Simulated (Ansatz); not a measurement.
Relaxation of H₄OSeZn (7 atoms, charge 0, multiplicity 1), to a largest force component of 0.03 eV/Å in at most 50 steps.

Computed with RKS B3LYP/def2-SVP (Ansatz).

```xyz
7
Properties=species:S:1:pos:R:3
Zn 0.398 -0.893 0.767
H 0.293 0.387 1.593
O 0.660 -2.348 -0.220
H -0.370 1.629 0.281
Se -1.241 2.011 -0.881
H 0.331 -3.175 0.158
H -0.072 2.389 -1.697
```

Where does it end, and by what steps?

It converged. After 35 steps the energy has fallen by 0.356 eV; H7 moved furthest, 2.18 Å.

```
step  energy less start (eV)  largest force component (eV/Å)  accepted
   0                  0.0000                           0.410       yes
   2                 -0.0495                           0.079       yes
   4                 -0.0551                           0.170       yes
   6                 -0.0626                           0.163       yes
   8                 -0.0389                           1.027        no
  10                 -0.0767                           0.207       yes
  12                 -0.1023                           0.403       yes
  14                 -0.1244                           1.635        no
  16                 -0.1694                           0.512       yes
  18                 -0.1714                           1.681        no
  20                 -0.2070                           0.472       yes
  22                 -0.2590                           0.190       yes
  24                 -0.2759                           0.606        no
  26                 -0.2974                           0.093       yes
  28                 -0.3050                           0.323       yes
  30                 -0.3233                           0.493       yes
  32                 -0.3503                           0.238       yes
  34                 -0.3559                           0.132       yes
  35                 -0.3563                           0.027       yes
```

```xyz
7
Properties=species:S:1:pos:R:3
Zn 0.278 -0.593 1.105
H 0.428 -0.343 2.606
O 0.308 -1.199 -0.611
H -0.005 2.323 -0.630
Se -1.208 1.486 -0.454
H 0.794 -2.004 -0.830
H -0.596 0.330 -1.185
```

Time of the run: 33 s on 2 threads of AMD EPYC 9R45 96-Core Processor (Zen 5) (shared host), peak memory 0.24 GiB.
